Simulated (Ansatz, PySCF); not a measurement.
Potential energy surface of H₃B, singlet: umbrella (inversion) coordinate, bond length relaxed. Scanned: angle between the B-H bonds and the threefold axis (90 = planar). Other coordinates (B-H bond length) were minimised at B3LYP/def2-TZVP.

Levels of theory: B3LYP/def2-TZVP (PySCF); RHF/aug-cc-pVQZ (Ansatz, a quantum-chemistry and plane-wave program); RMP2/3-21G = restricted MP2 (frozen core)/3-21G in PySCF 2.14.0.

Energies in kJ/mol, each method relative to its own lowest point.

| a / ° | B3LYP | RHF/aug-cc-pVQZ | RMP2/3-21G |
|---|---|---|---|
| 90 | 0.0 | 0.0 | 0.0 |
| 93.90 | 3.7 | 4.1 | 3.9 |
| 96.90 | 11.6 | 12.8 | 12.3 |
| 99.90 | 23.9 | 26.4 | 25.2 |
| 102.90 | 40.7 | 44.9 | 42.7 |
| 105.90 | 61.9 | 68.4 | 64.8 |
| 108.90 | 87.6 | 96.9 | 91.4 |
| 111.90 | 117.8 | 130.4 | 122.6 |
| 114.90 | 152.7 | 169.1 | 158.6 |
| 117.90 | 192.2 | 213.0 | 199.4 |
| 120.90 | 236.5 | 262.3 | 245.2 |
| 123.90 | 285.7 | 317.2 | 296.6 |
| 126.90 | 339.9 | 377.9 | 354.1 |
| 129.90 | 399.5 | 444.6 | 418.3 |
| 132 | 444.6 | 495.1 | 467.7 |
